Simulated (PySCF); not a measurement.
Species: C4HN3.
SMILES: `N#CC(C#N)C#N`

A linear-response calculation (PySCF, def2-SVPD basis, gas phase, vertical, core orbitals frozen in the response) gave these numbers; the functional is withheld.

Orbital energies (eV): HOMO-3 -12.55, HOMO-2 -12.55, HOMO-1 -12.38, HOMO -12.29, LUMO -0.26, LUMO+1 -0.13, LUMO+2 -0.12.

```csv
state,E (eV),f,"main configurations (H = HOMO, L = LUMO)"
S1,7.46,0.0009,"H→L+2 (23%), H→L+1 (23%), H-3/H-2→L+2 (≥9%)"
S2,7.46,0.0009,"H→L+1 (24%), H→L+2 (23%), H-3/H-2→L+1 (≥9%)"
S3,7.58,0.0000,"H-3/H-2→L+1 (≥16%), H-3/H-2→L+2 (≥16%), H-1→L (15%)"
S4,7.84,0.0000,"H-1→L (34%), H-3/H-2→L+1 (≥14%), H-3/H-2→L+2 (≥14%)"
S5,7.88,0.0021,"H-1→L+1 (30%), H→L+5 (12%)"
S6,7.88,0.0021,"H-1→L+2 (29%), H→L+4 (12%)"
```

Triplets (Tamm–Dancoff): T1 6.15 eV, H-1→L+2 (20%), H-1→L+1 (13%), H→L+5 (9%); T2 6.15 eV, H-1→L+1 (20%), H-1→L+2 (13%), H→L+4 (9%); T3 6.17 eV, H→L (18%), H-1→L+9 (8%).

Vertical ionisation energy by ΔSCF with the same functional: 13.30 eV. Mean static polarisability: 54.7 au.

Orbitals of the list HOMO-3 to LUMO+2 that lie within 0.01 eV of each other are written together with a slash and their weights summed (≥ marks a lower bound); for degenerate orbitals outside that list single weights are arbitrary.

Problem. Which of these was used?
A. PBE
B. HF
C. PBE0
D. CAM-B3LYP

Solution. D. CAM-B3LYP is range-separated, 19% exact exchange at short range and 65% at long range (ω = 0.33 bohr⁻¹). In this run −ε(HOMO) = 12.29 eV differs from the ΔSCF value by -1.01 eV, and S1 differs from the orbital gap of 12.03 eV by -4.57 eV. The ratio −ε(HOMO)/IP is 0.92. Small neutral molecules mostly give 0.85 to 0.93 with CAM-B3LYP, 0.5 to 0.7 with PBE, 0.7 to 0.83 with PBE0; Hartree–Fock can't fall below 1, since the ion's relaxation only lowers the ΔSCF value.

Method used: TDDFT CAM-B3LYP/def2-SVPD, vertical, gas phase, core orbitals frozen in the response in PySCF. Geometry: PBE0-D3(BJ)/def2-SVP; no solvent, vibrations or thermal averaging.
